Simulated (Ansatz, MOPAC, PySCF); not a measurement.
Noncovalent pair: HCl (SMILES Cl) (first 2 atoms) with C2H2 (SMILES C#C); geometry from B3LYP-D3(BJ)/def2-TZVP, rigid monomers moved along the line of their centres of mass till H2···C4 is 2.74 Å.
(charge 0, multiplicity 1):
```xyz
6

Cl    -0.118     0.538    -0.467
H     -0.124     0.344     0.811
C     -0.553    -0.473     3.389
C      0.293     0.365     3.516
H     -1.304    -1.218     3.280
H      1.045     1.108     3.633
```

Counterpoise-corrected where a basis set is named; no monomer relaxation. Rows marked so take none.

Frozen-core correlation. CBS: X⁻³ extrapolation of the correlation energy, Hartree–Fock from the larger set. Rows in STO-3G carry no dispersion term and start afresh at each structure. The state that PM7 reach isn't checked; PM7 holds dispersion and hydrogen-bond terms.

Run with Ansatz (a quantum-chemistry and plane-wave program) with Gaussian orbitals; MOPAC for PM7 (differences of heats of formation); PySCF for STO-3G rows. Each number belongs to the level named beside it.

Question: What interaction energy does PM7 give?

Answer: -9 kJ/mol
